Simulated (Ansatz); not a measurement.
C$_{7}$H$_{17}$P, SMILES `CC(C)P(C)C(C)C` from Hartree–Fock to CCSD(T)

```xyz
25

C     1.583    0.478   -1.359
C     0.264    1.005   -0.810
C    -0.364    1.984   -1.796
P    -0.930   -0.384   -0.488
C    -2.256    0.539    0.396
C    -0.197   -1.309    0.961
C     0.672   -2.471    0.496
C     0.507   -0.466    2.012
H     1.419   -0.134   -2.250
H     2.121   -0.131   -0.631
H     2.237    1.309   -1.641
H     0.452    1.532    0.133
H     0.343    2.783   -2.038
H    -0.630    1.480   -2.730
H    -1.266    2.451   -1.398
H    -2.942   -0.180    0.849
H    -2.832    1.132   -0.316
H    -1.876    1.203    1.177
H    -1.095   -1.742    1.421
H     0.145   -3.094   -0.230
H     0.957   -3.101    1.344
H     1.594   -2.125    0.023
H    -0.116    0.357    2.371
H     1.436   -0.038    1.625
H     0.772   -1.078    2.880
```

Total charge 0; spin multiplicity 1. The geometry is a stationary point of PBE0-D4/def2-TZVP. It is one conformer, not always the lowest. Frozen core, restricted reference, Ansatz. CBS rows extrapolate triple and quadruple zeta; past MP2 they add the triple-zeta difference.

| basis | HF (Eh) | MP2 corr. |
| --- | --- | --- |
| def2-SVP | -615.40663 | -1.14704 |
| def2-TZVPP | -615.82491 | -1.40647 |
| def2-QZVPP | -615.84787 | -1.49535 |

(1) Estimate the CCSD correlation energy and the (T) correction in each basis where they were run (hartree).

Answers

(1) 
```
     basis  CCSD corr.       (T)
  def2-SVP    -1.25634  -0.03991
def2-TZVPP    -1.49751  -0.06243
 CBS(def2)    -1.65223     as TZ
```
